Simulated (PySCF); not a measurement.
Mg(H)(Et) (C₂H₆Mg), SMILES C[CH2][MgH]. Atoms are numbered in the order given.

```xyz
9

Mg    -0.0934    -1.4424     0.0000
H     -0.6925    -3.0455     0.0000
C      0.6388     0.5358     0.0000
C     -0.4181     1.6575     0.0000
H      1.2982     0.6645    -0.8699
H      1.2982     0.6645     0.8699
H     -1.0690     1.6038     0.8790
H     -1.0690     1.6038    -0.8790
H      0.0312     2.6584     0.0000
```
Charge 0, spin multiplicity 1.

Geometry optimised at TPSSh-D3(BJ)/def2-TZVP.

Computed with PySCF 2.14.0 with TDA-ωB97X/def2-SVPD.

Vertical excitations. The molecule is in vacuum. State labels are in the subgroup Cs.

```csv
state,symmetry,energy (eV),λ (nm),f,main pairs
S1,A',5.09,244,0.000,"HOMO→LUMO 83 %, HOMO→LUMO+5 13 %"
S2,A",5.14,241,0.000,"HOMO→LUMO+1 83 %, HOMO→LUMO+4 14 %"
S3,A',5.74,216,0.250,HOMO→LUMO+2 90 %
S4,A',6.94,179,0.307,HOMO−1→LUMO 86 %
S5,A",7.01,177,0.302,HOMO−1→LUMO+1 86 %
S6,A',7.49,166,0.059,"HOMO→LUMO+3 69 %, HOMO−1→LUMO+2 14 %"
S7,A',7.63,163,0.390,"HOMO−1→LUMO+2 49 %, HOMO→LUMO+6 22 %"
S8,A",7.80,159,0.044,HOMO→LUMO+4 77 %
S9,A',7.83,158,0.088,"HOMO→LUMO+6 46 %, HOMO−1→LUMO+2 25 %, HOMO−1→LUMO+3 11 %"
S10,A',7.89,157,0.037,HOMO→LUMO+5 69 %
T1,A',4.72,263,0,HOMO→LUMO+2 86 %
T2,A',4.96,250,0,"HOMO→LUMO 81 %, HOMO→LUMO+5 14 %"
T3,A",5.02,247,0,"HOMO→LUMO+1 80 %, HOMO→LUMO+4 16 %"
T4,A',6.48,191,0,HOMO−1→LUMO+2 66 %
```
Triplets are in the Tamm–Dancoff approximation.
